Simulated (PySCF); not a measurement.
**Levels of Rb from EOM-EA-GCCSD**

Reference: closed-shell Rb⁺, [Kr]; one electron is added. Calculated with PySCF 2.14, two-component X2C-1e with screened spin-orbit coupling, x2c-TZVPPall-2c with one added diffuse shell each of s, p, d, f type (9s10p8d3f1g, 109 functions); frozen [Ne]; the 6 highest virtual spinors dropped; of the others 110 kept and the rest restored at second order. No Breit or QED terms. Binding energies in eV.

```csv
level,Koopmans,second order,EOM-CCSD,NIST
5s1/2,3.786,4.122,4.113,4.177
5p1/2,2.471,2.593,2.591,2.618
5p3/2,2.448,2.564,2.562,2.588
4d5/2,1.617,1.719,1.719,1.777
4d3/2,1.615,1.719,1.719,1.777
6s1/2,1.573,1.655,1.647,1.681
6p1/2,1.176,1.218,1.216,1.237
6p3/2,1.167,1.207,1.205,1.227
```

Electric-dipole lines between these computed levels:

```
lower  upper  ΔE (eV)  vacuum wavelength (nm)
5s1/2  5p1/2    1.521                   815.0
5s1/2  5p3/2    1.550                   799.7
5s1/2  6p1/2    2.896                   428.1
5s1/2  6p3/2    2.907                   426.5
5p1/2  4d3/2    0.872                    1422
5p1/2  6s1/2    0.945                    1312
5p3/2  4d5/2    0.843                    1471
5p3/2  4d3/2    0.843                    1471
5p3/2  6s1/2    0.916                    1354
4d5/2  6p3/2    0.514                    2412
4d3/2  6p1/2    0.503                    2466
4d3/2  6p3/2    0.514                    2414
6s1/2  6p1/2    0.430                    2882
6s1/2  6p3/2    0.441                    2811
```

Quantum defects δ = n − Z_c √(13.6057 eV / E) with Z_c = 1: 5s1/2 3.181, 5p1/2 2.709, 5p3/2 2.696, 4d5/2 1.187, 4d3/2 1.187, 6s1/2 3.125, 6p1/2 2.655, 6p3/2 2.640.

The highest levels are limited by the diffuse functions of the basis.
